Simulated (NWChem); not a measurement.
C3H2BFO; SMILES C#CB(F)C=O

```xyz
8

C      0.9961    -2.3273     0.2169
C      0.3222    -1.3389     0.0081
B     -0.4782    -0.0813    -0.2522
F     -1.8028    -0.1283    -0.3710
C      0.2096     1.3641    -0.3988
O      1.4130     1.5363    -0.3087
H      1.5882    -3.1970     0.4005
H     -0.4629     2.2359    -0.5914
```
Atoms are numbered in this order, from 1.

Results from NWChem. All runs use the structure optimised with B3LYP/6-31G* (spherical d). Atomic charges in e: unrestrained fits to the electrostatic potential beside Mulliken populations; buried atoms are poorly determined by the fit.

Q: Predict the results for B3LYP/def2-SVP. Quantities: ESP C1; Mulliken C1; ESP C2; Mulliken C2; ESP B3; Mulliken B3; ESP F4; Mulliken F4; ESP C5; Mulliken C5; relative RMS misfit of the potential (%).

A: 
```
Item                                      Value
----------------------------------------  -----
ESP C1                                    -0.22
Mulliken C1                               -0.08
ESP C2                                    -0.18
Mulliken C2                                0.16
ESP B3                                     0.52
Mulliken B3                               -0.01
ESP F4                                    -0.28
Mulliken F4                               -0.07
ESP C5                                     0.31
Mulliken C5                                0.16
relative RMS misfit of the potential (%)     24
```
